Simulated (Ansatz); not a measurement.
All numbers were calculated with Ansatz.

A structure relaxed at PBE0-D4/def2-TZVP, charge 0, multiplicity 1:

Cartesian coordinates in Å:
```
O -1.287 0.126 -1.551
Si 0.185 0.571 -0.964
Si 0.501 -0.452 1.125
Cl 0.913 -2.452 0.930
Cl -1.313 -0.241 2.094
H -2.028 0.150 -0.942
H 0.296 2.043 -0.756
H 1.198 0.130 -1.951
H 1.535 0.124 2.016
```

(1) Give its formula and SMILES.

(2) Summarise the bond lengths by kind.

Answers

(1) Cl2H4OSi2, `O[SiH2][SiH](Cl)Cl`.

(2) 1 × O–Si 1.646 Å; 1 × H–O 0.959 Å; 1 × Si–Si 2.348 Å; 3 × H–Si 1.481 to 1.491 Å; 2 × Cl–Si 2.051 to 2.066 Å.
